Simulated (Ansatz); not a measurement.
`[CH3][Bi]([F])[F]` + CH₃OH → `C[O][Bi]([F])[F]` + CH₄ at 298.15 K and 1 bar (ligand exchange at a Bi–C bond).

Program: Ansatz. Geometries: PBE0-D4/def2-TZVP. ΔE: electronic, gas phase. CCSD(T)/CBS is the MP2 limit (def2-TZVPP, def2-QZVPP) plus CCSD(T) − MP2 in def2-TZVPP, frozen cores. This one scheme is used for every species. def2 core potentials past Kr. For Bi outer-core shells are correlated without core-valence functions, which leaves a few kJ/mol of doubt a bond. Each species was taken in one conformer, which may not be the lowest.

```csv
species,CCSD(T)/CBS energy (Eh),H − E (kJ/mol),S (J/(mol·K))
`[CH3][Bi]([F])[F]`,-453.67018,121.4,348.4
CH₃OH,-115.61712,146.3,238.2
`C[O][Bi]([F])[F]`,-528.85120,139.8,375.9
CH₄,-40.46206,127.4,186.2
```

H − E and S are ideal-gas, rigid-rotor, harmonic terms from PBE0-D4/def2-TZVP, for one conformer and one mirror image of each species. 1 Eh = 2625.50 kJ/mol, R = 8.31446 J/(mol·K).

Task: By hand: ΔE, ΔH, ΔS and ΔG.

Result: ΔE = (-528.85120) + (-40.46206) − (-453.67018) − (-115.61712) = -0.02596 Eh = -68.2 kJ/mol. Δ(H − E) = 139.8 + 127.4 − 121.4 − 146.3 = -0.5, so ΔH = -68.7 kJ/mol. ΔS = 375.9 + 186.2 − 348.4 − 238.2 = -24.5 J/(mol·K). ΔG = -68.7 − 298.15 × (-24.5)/1000 = -61.4 kJ/mol.

Task: By hand: the equilibrium constant, and the temperature at which ΔG would vanish if ΔH and ΔS stayed fixed.

Result: log₁₀ K = −ΔG/(RT ln 10) = 10.8. ΔG = 0 at ΔH/ΔS = 2804 K, far beyond where these terms or the molecules hold.

ΔH outweighs TΔS. A doubt of 5 kJ/mol in ΔE shifts log₁₀ K by 0.9 here. Other conformers and mirror images would add mixing entropy, several J/(mol·K) or more a flexible species. These are equilibria of isolated gas molecules and say nothing of rates. Largest T1 diagnostic: 0.016 (customary marks: 0.02 for closed shells, 0.045 for open ones).
